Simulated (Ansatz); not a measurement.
Consider the substitution at a C–Si bond: `C[SiH2][AlH][O][SiH3]` + `CC(N)=O` → `CNC(C)=O` + `[SiH3][O][AlH][SiH3]`.

Calculated with Ansatz (gas phase, PBE0-D4/def2-TZVP geometries, no zero-point term in ΔE). CCSD(T)/CBS is the MP2 limit (def2-TZVPP, def2-QZVPP) plus CCSD(T) − MP2 in def2-TZVPP, frozen cores. Functionals use def2-TZVPP. One conformer a species, not always the lowest.

```json
{"level": "PBE-D4", "ΔE (kJ/mol)": "56.3"}
{"level": "PBE0", "ΔE (kJ/mol)": "55.9"}
{"level": "HF/def2-TZVPP", "ΔE (kJ/mol)": "51.2"}
{"level": "CCSD(T)/def2-TZVPP", "ΔE (kJ/mol)": "54.9"}
{"level": "HF/def2-QZVPP", "ΔE (kJ/mol)": "51.2"}
{"level": "MP2/def2-QZVPP", "ΔE (kJ/mol)": "60.7"}
{"level": "MP2/CBS(def2)", "ΔE (kJ/mol)": "61.9"}
{"level": "CCSD/CBS(def2)", "ΔE (kJ/mol)": "57.8"}
```

**Question.** What does CCSD(T)/CBS give? (Estimate.)

**Answer.** Computed: +57.7 kJ/mol. The listed levels differ from it by -1.4, -1.8, -6.5, -2.8, -6.5, 3.0, 4.2, 0.1 kJ/mol.

Largest T1 diagnostic among the species: 0.014.

In def2-TZVPP, CCSD(T) changes the Hartree–Fock value by +3.7 kJ/mol (the triples alone add −0.1 kJ/mol) and MP2 by +7.9 kJ/mol.
